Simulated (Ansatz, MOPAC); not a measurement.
Species: SiH$_{5}$S, net charge 1, singlet state. SMILES: [SiH3][SH2+]

Atoms: Si1, S2, H3, H4, H5, H6, H7. Bonds: Si1-S2, Si1-H3, Si1-H4, Si1-H5, S2-H6, S2-H7.

Bond lengths (Å) and angles (degrees) optimised at PM7 with MOPAC; MNDO with MOPAC; HF/6-31G* with Ansatz (a first-principles code); B3LYP/LANL2DZ with Ansatz, each started from the B3LYP-D3(BJ)/def2-TZVP structure (Ansatz) of the last column. A row stands for all coordinates that are equal there. 6-31G* holds six Cartesian d functions. No wavenumbers were computed at MNDO, B3LYP/LANL2DZ, so these may be saddle points.

| coordinate | PM7 | MNDO | HF/6-31G* | B3LYP/LANL2DZ | B3LYP-D3(BJ)/def2-TZVP |
|---|---|---|---|---|---|
| Si1-S2 | 2.235 | 2.317 | 2.316 | 2.448 | 2.320 |
| Si1-H3 | 1.460 | 1.351 | 1.457 | 1.469 | 1.467 |
| S2-H6 | 1.355 | 1.306 | 1.328 | 1.378 | 1.352 |
| S2-Si1-H3 | 109.7 | 99.0 | 103.8 | 102.9 | 104.1 |
| S2-Si1-H4 | 104.9 | 97.5 | 99.7 | 97.9 | 99.5 |
| Si1-S2-H6 | 107.0 | 119.9 | 101.9 | 103.8 | 98.3 |
| H3-Si1-H4 | 112.0 to 112.7 | 117.4 to 119.4 | 116.3 to 116.7 | 117.1 to 117.6 | 116.4 |
| H6-S2-H7 | 98.4 | 103.3 | 96.5 | 96.9 | 94.1 |

A range marks coordinates that this level makes unequal.

Mean signed difference of all 6 bond lengths from B3LYP-D3(BJ)/def2-TZVP: PM7 -0.017 Å, MNDO -0.074 Å, HF/6-31G* -0.014 Å, B3LYP/LANL2DZ 0.031 Å.
